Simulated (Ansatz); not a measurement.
F$_{2}$H$_{2}$OSeZr, SMILES `[OH][Zr]([F])([F])[SeH]`, relaxed with RKS PBE0-D4/def2-TZVP in Ansatz 0.2.0 from a PBE-D4/def2-SVP geometry. The force threshold is 0.005 eV/Å; the program also tests the step.

Total charge 0; spin multiplicity 1. Zr: def2 effective core potential.

Start:

```xyz
7

O     1.308   -0.770   -0.434
Zr   -0.251    0.329   -0.508
F     0.032    1.990   -1.412
F    -1.643   -0.653   -1.383
Se   -0.974    0.899    1.928
H     2.108   -1.309   -0.508
H    -0.581   -0.484    2.317
```

| step | energy (eV) | largest force (eV/Å) | largest move (Å) |
| --- | --- | --- | --- |
| 1 | -74139.4062 | 0.530 | 0.000 |
| 2 | -74139.4204 | 0.241 | 0.030 |
| 3 | -74139.4256 | 0.028 | 0.021 |
| 4 | -74139.4259 | 0.010 | 0.008 |
| 5 | -74139.4261 | 0.023 | 0.023 |
| 6 | -74139.4265 | 0.070 | 0.048 |
| 7 | -74139.4268 | 0.072 | 0.030 |
| 8 | -74139.4273 | 0.079 | 0.057 |
| 9 | -74139.4276 | 0.074 | 0.030 |
| 10 | -74139.4280 | 0.077 | 0.049 |
| 11 | -74139.4280 | 0.098 | 0.038 |
| 13 (rejected) | -74139.4291 | 0.091 | 0.036 |
| 15 (rejected) | -74139.4293 | 0.075 | 0.055 |
| 17 | -74139.4297 | 0.046 | 0.049 |
| 19 | -74139.4298 | 0.013 | 0.011 |
| 21 (rejected) | -74139.4298 | 0.082 | 0.060 |
| 23 | -74139.4300 | 0.002 | 0.005 |
| 25 | -74139.4300 | 0.017 | 0.012 |
| 27 | -74139.4301 | 0.007 | 0.016 |
| 29 (rejected) | -74139.4301 | 0.010 | 0.016 |
| 30 | -74139.4301 | 0.003 | 0.008 |

End:

```xyz
7

O     1.230   -0.812   -0.366
Zr   -0.313    0.277   -0.515
F     0.095    1.954   -1.306
F    -1.639   -0.542   -1.599
Se   -1.248    0.645    1.879
H     2.014   -1.343   -0.482
H    -0.139   -0.178    2.389
```

It took 93 s on 4 threads of a server CPU on a shared host, with 0.6 GiB of host memory at the peak.
